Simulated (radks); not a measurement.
Results of a calculation; reference values are marked as such.
Question: Successive ionisation energies (eV) of one element, from differences of total energies of ions in their ground configurations, starting at charge 0: 5.992, 10.984, 22.702, 40.390, 69.674, 83.671, 98.142, 113.04. Code: a radial shooting solver on a logarithmic mesh with Libxc functionals. Model: Dirac Kohn-Sham, LDA (Slater exchange, Perdew-Wang correlation), spin-unpolarised, spherical densities, point nucleus; open shells are shared between the two j in proportion to 2j + 1. Which element is it?

Answer: Neodymium (Z = 60). The first species listed is Nd in [Xe] 4f4 6s2, the last Nd7+ in [Kr] 4d10 4f2 5s2 5p3.
